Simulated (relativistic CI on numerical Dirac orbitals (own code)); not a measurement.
# Energy levels of Kr⁺

Method of calculation: Dirac-Coulomb-Breit CI, orbitals from a KLI potential per configuration, model QED (radiative potential, 1s self-energy scaled to tabulated hydrogen-like ionisation energies), valence Slater integrals scaled by 0.85, configuration energies shifted to the measured levels that pair with them (semi-empirical) (own radial code, finite nucleus).

CI space (outside the closed core [Ar] 3d10): 4s²4p⁵, 4s4p⁶, 4s²4p⁴5s, 4s²4p⁴4d, 4s²4p⁴5p, 4s²4p³4d², 4s²4p⁴6s, 4s²4p⁴5d, 4s4p⁵4d, 4s²4p⁴6p, 4s²4p⁴4f, 4s²4p⁴6d, 4s²4p⁴5f, 4s²4p⁴5g, 4s²4p⁴6f. Levels of other configurations are missing.

The lowest level is 4s²4p⁵ ²P°3/2, with 98 % of that term; Hund's rules for 4s²4p⁵ give ²P° with J = 3/2, in agreement.

```
No.  Configuration  Term    J  E (cm⁻¹)   %  Next component (%)  Lifetime (s)      jj configuration (%)
  1         4s²4p⁵   ²P°  3/2       0.0  98     1 4s²4p³4d² ²P°                            4p3/2^3 (98)
  2         4s²4p⁵   ²P°  1/2    5294.3  98     1 4s²4p³4d² ²P°      3.75e-01        4p1/2 4p3/2^4 (98)
  3          4s4p⁶    ²S  1/2  109062.7  55      40 4s²4p⁴4d ²S      2.43e-08                   4s (55)
  4       4s²4p⁴5s    ⁴P  5/2  112650.8  95                3 ²D      4.25e-08           4p3/2^2 5s (81)
  5       4s²4p⁴5s    ⁴P  3/2  115006.1  61               33 ²P      1.17e-09           4p3/2^2 5s (63)
  6       4s²4p⁴5s    ⁴P  1/2  117520.1  92       3 4s²4p⁴4d ⁴P      1.43e-08     4p1/2 4p3/2^3 5s (42)
  7       4s²4p⁴5s    ²P  3/2  118474.3  61               35 ⁴P      5.96e-10     4p1/2 4p3/2^3 5s (76)
  8       4s²4p⁴4d    ⁴D  7/2  120108.0  93                4 ⁴F                      4p3/2^2 4d5/2 (56)
  9       4s²4p⁴4d    ⁴D  5/2  120386.7  91                2 ⁴F      9.66e-08        4p3/2^2 4d3/2 (46)
 10       4s²4p⁴4d    ⁴D  3/2  121006.4  90                3 ²D      2.64e-07        4p3/2^2 4d3/2 (57)
 11       4s²4p⁴5s    ²P  1/2  121059.1  71      18 4s²4p⁴4d ⁴D      5.02e-10     4p1/2 4p3/2^3 5s (38)
 12       4s²4p⁴4d    ⁴D  1/2  121877.3  73      22 4s²4p⁴5s ²P      1.64e-09  4p1/2 4p3/2^3 4d3/2 (50)
 13       4s²4p⁴4d    ⁴F  9/2  125848.9  95                4 ²G      4.57e-01        4p3/2^2 4d5/2 (84)
 14       4s²4p⁴5s    ²D  3/2  127906.6  74      19 4s²4p⁴4d ²D      1.89e-09     4p1/2 4p3/2^3 5s (68)
 15       4s²4p⁴4d    ⁴F  7/2  127968.7  83               10 ²F      3.61e-01        4p3/2^2 4d3/2 (54)
 16       4s²4p⁴5s    ²D  5/2  128231.7  86       9 4s²4p⁴4d ²D      1.62e-09     4p1/2 4p3/2^3 5s (73)
 17       4s²4p⁴4d    ⁴F  5/2  129689.7  94                2 ⁴D      2.25e-08  4p1/2 4p3/2^3 4d3/2 (59)
 18       4s²4p⁴4d    ²P  1/2  130366.1  64               26 ⁴P      2.73e-08        4p3/2^2 4d3/2 (39)
 19       4s²4p⁴4d    ⁴F  3/2  130530.4  97                2 ²D      3.25e-08  4p1/2 4p3/2^3 4d3/2 (36)
 20       4s²4p⁴4d    ⁴P  1/2  131036.9  68               27 ²P      3.56e-08        4p3/2^2 4d5/2 (39)
 21      4s²4p⁴5p‡   ⁴P°  5/2  131283.2  82              15 ⁴D°      9.36e-09        4p3/2^2 5p3/2 (48)
 22       4s²4p⁴4d    ⁴P  3/2  131490.8  85                7 ²P      9.12e-09  4p1/2 4p3/2^3 4d3/2 (30)
 23      4s²4p⁴5p‡   ⁴P°  3/2  131704.5  71              10 ⁴S°      9.92e-09        4p3/2^2 5p1/2 (75)
 24       4s²4p⁴4d    ²F  7/2  132150.3  80               11 ⁴F      3.80e-02  4p1/2 4p3/2^3 4d5/2 (46)
 25      4s²4p⁴5p‡   ⁴D°  7/2  132966.1  96               4 ²F°      8.57e-09        4p3/2^2 5p3/2 (83)
 26       4s²4p⁴4d    ⁴P  5/2  132991.0  88                5 ²D      8.27e-09        4p3/2^2 4d5/2 (44)
 27      4s²4p⁴5p‡   ⁴P°  1/2  133236.5  58              24 ²P°      1.00e-08        4p3/2^2 5p3/2 (67)
 28      4s²4p⁴5p‡   ²D°  5/2  133391.3  67              24 ⁴D°      1.19e-08        4p3/2^2 5p1/2 (52)
 29       4s²4p⁴4d    ²P  3/2  133901.4  67               17 ²D      2.09e-09  4p1/2 4p3/2^3 4d5/2 (36)
 30       4s²4p⁴4d    ²F  5/2  135159.7  75               13 ²D      2.94e-09  4p1/2 4p3/2^3 4d5/2 (71)
 31       4s²4p⁴4d    ²D  3/2  135374.5  58               22 ²P      1.03e-09  4p1/2 4p3/2^3 4d5/2 (56)
 32      4s²4p⁴5p‡   ²P°  3/2  135628.8  31              27 ²D°      9.53e-09        4p3/2^2 5p3/2 (59)
 33      4s²4p⁴5p‡   ⁴P°  1/2  136603.8  39              37 ²P°      1.05e-08  4p1/2 4p3/2^3 5p1/2 (46)
 34      4s²4p⁴5p‡   ⁴D°  5/2  137378.7  59              29 ²D°      9.44e-09  4p1/2 4p3/2^3 5p3/2 (96)
 35      4s²4p⁴5p‡   ⁴D°  1/2  137471.3  94               3 ²P°      9.13e-09        4p3/2^2 5p1/2 (35)
 36      4s²4p⁴5p‡   ⁴D°  3/2  137515.0  64              30 ²P°      9.50e-09  4p1/2 4p3/2^3 5p1/2 (63)
 37       4s²4p⁴4d    ²D  5/2  137845.8  68               21 ²F      7.93e-10  4p1/2 4p3/2^3 4d3/2 (31)
 38      4s²4p⁴5p‡   ⁴S°  3/2  138844.8  62              25 ²D°      9.04e-09  4p1/2 4p3/2^3 5p3/2 (86)
 39      4s²4p⁴5p‡   ²D°  3/2  139378.4  46              33 ²P°      1.06e-08        4p3/2^4 5p3/2 (35)
 40       4s²4p⁴4d    ²G  9/2  139431.1  95                4 ⁴F                4p1/2 4p3/2^3 4d5/2 (84)
 41       4s²4p⁴4d    ²G  7/2  139668.8  90                9 ²F                4p1/2 4p3/2^3 4d3/2 (84)
 42      4s²4p⁴5p‡   ²S°  1/2  139839.1  60              40 ²P°      1.11e-08  4p1/2 4p3/2^3 5p3/2 (57)
 43       4s²4p⁴4d    ²F  5/2  145480.4  85               11 ²D      3.34e-09  4p1/2 4p3/2^3 4d5/2 (32)
 44       4s²4p⁴4d    ²F  7/2  146324.9  97       1 4s²4p⁴5d ²F      6.67e-07  4p1/2 4p3/2^3 4d5/2 (77)
 45      4s²4p⁴5p‡   ²F°  5/2  147154.9  94               4 ²D°      1.05e-08  4p1/2 4p3/2^3 5p1/2 (72)
```

Energies count from the lowest computed level; ° marks odd parity; lifetimes are radiative, by E1, M1, E2 decay to levels of this space only; some are left blank where a channel outside the calculation adds to the decay or the decay crosses a small, uncertain gap. Filled j subshells are mostly left out of the jj labels. ‡ marks configurations that were not tied to measured data.

The mean weight of the leading LS term, summed over parents, in these 45 levels is 77 %, and that of the leading jj configuration (from the same eigenvectors) 59 %, so LS coupling describes them better.

Configurations whose levels could be paired with our table of measured levels were shifted onto them, all but the ground configuration, by the median error of their levels; single terms can still be off by 1,000 to 2,000 cm⁻¹ or more, and rates follow the energies as ν³ (E1, M1) or ν⁵ (E2). The others borrow a shift and can be off by several thousand cm⁻¹ or more. The fine structure of a lone outer electron comes out too small, for d and f at times inverted, and misplaced configurations move strength between like terms. 25 of the 28 excited levels that our extract of the measured tables holds in this range could be paired (the sources list more); they are missed by 954 cm⁻¹ on average and 6726 at most, after the shifts were fitted to these levels, and levels without a partner can miss by more.

LS names give the leading component of a level, which can be under half, so a name can repeat, a term be missing and a line seem to break the LS rules.
